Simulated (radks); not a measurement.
Spherical quantum dot in the effective-mass picture: electrons in a hard-walled sphere of radius 8.51, with a point charge +2 (a donor) at the centre, all in effective atomic units (hartree* = m*/eps^2 hartree, bohr* = eps/m* bohr), one dielectric constant everywhere. Method: non-relativistic Kohn-Sham, LDA (Slater exchange, Perdew-Wang correlation), spin-polarised, spherical densities; computed with a radial shooting solver with Libxc functionals. Levels are named by radial order and angular momentum (1s, 1p, 1d, 2s, ...), and open shells are averaged over m. Results are scaled to m* = 0.11 and eps = 17.2, for which hartree* = 10.12 meV and bohr* = 8.274 nm.

N = 7, configuration 1s2 1p(up 3, down 0) 2s2. This is the lowest configuration that the search found. Occupied and some empty levels:

level,occupation,eigenvalue (meV),<r> (nm)
1s up,1,3.8586,8.211
1s down,1,3.8721,8.131
2s up,1,7.5337,45.59
2s down,1,7.8479,45.65
1p up,3,7.8668,46.41
1p down,0,8.1816,46.46
1d up,0,8.5885,48.75
1d down,0,8.9024,48.90
1f up,0,9.5340,50.48
1f down,0,9.8421,50.64
1g up,0,10.688,51.89
2p up,0,10.883,35.56
1g down,0,10.988,52.04
2p down,0,11.114,35.21

Energy (meV): total -8.22180, kinetic 35.084, external -86.460, Hartree 60.178, exchange-correlation -17.023.

Electron density:

r (nm),n(r) (e/nm^3)
3.37,0.001300
6.90,0.0002961
10.4,0.00007686
14.0,0.00002254
17.5,8.210e-06
21.0,4.610e-06
24.5,4.129e-06
28.1,4.620e-06
31.6,5.400e-06
35.1,6.189e-06
38.6,6.806e-06
42.1,7.100e-06
45.7,6.951e-06
49.2,6.295e-06
52.7,5.175e-06
56.2,3.751e-06
59.8,2.280e-06
63.3,1.044e-06
66.8,2.592e-07
70.3,5.880e-10
